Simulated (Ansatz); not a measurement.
# Redistribution: CHBrClF + C3H8 → CH2ClF + C3H7Br

Species: CHBrClF (bromochlorofluoromethane) `FC(Cl)Br`, singlet; C3H8 (propane) `CCC`, singlet; CH2ClF (chlorofluoromethane) `FCCl`, singlet; C3H7Br (2-bromopropane) `CC(C)Br`, singlet. The partners trade Br for H; both sit on C, so the bond types are kept.

Shapes, held fixed at every level: PBE0-D4/def2-TZVP. Programs: Ansatz 0.2.0. The zero-point and thermal change to 298 K, harmonic and unscaled (PBE0-D4/def2-TZVP), is +1.9 kJ/mol.

Question: Estimate the reaction enthalpy at 298 K.

Answer: From tabulated heats of formation (Active Thermochemical Tables, CRC Handbook of Chemistry and Physics), ΔH(298 K) = -26.9 kJ/mol. Nearest: B2PLYP/def2-TZVPP (+1.1); farthest: HF/def2-TZVPP (-9.8). 7 of 7 levels lie within 10 kJ/mol. The heats of C3H7Br come from older tables and can be uncertain by 10 kJ/mol or more. Relativity is left out for Br unless named. Correlated rows may include outer-core shells of Br, which these sets cover unevenly. Times are processor times on shared x86 and Arm servers, and rough.

```json
{"level": "HF/def2-TZVPP", "kind": "Hartree–Fock", "ΔH (kJ/mol)": "-36.7", "computed − measured": "-9.8", "CPU time (all species)": "–"}
{"level": "r2SCAN-D4/def2-TZVPP", "kind": "meta-GGA", "ΔH (kJ/mol)": "-22.2", "computed − measured": "+4.7", "CPU time (all species)": "44 s"}
{"level": "B3LYP-D4/def2-TZVPP", "kind": "global hybrid", "ΔH (kJ/mol)": "-24.6", "computed − measured": "+2.3", "CPU time (all species)": "37 s"}
{"level": "BHLYP-D4/def2-TZVPP", "kind": "global hybrid", "ΔH (kJ/mol)": "-30.2", "computed − measured": "-3.3", "CPU time (all species)": "26 s"}
{"level": "B2PLYP/def2-TZVPP", "kind": "double hybrid", "ΔH (kJ/mol)": "-25.8", "computed − measured": "+1.1", "CPU time (all species)": "45 s"}
{"level": "CCSD(T)/def2-SVP", "kind": "coupled cluster or CI", "ΔH (kJ/mol)": "-24.6", "computed − measured": "+2.3", "CPU time (all species)": "43 s"}
{"level": "CCSD(T)/def2-TZVPP", "kind": "coupled cluster or CI", "ΔH (kJ/mol)": "-29.2", "computed − measured": "-2.3", "CPU time (all species)": "16 min"}
```
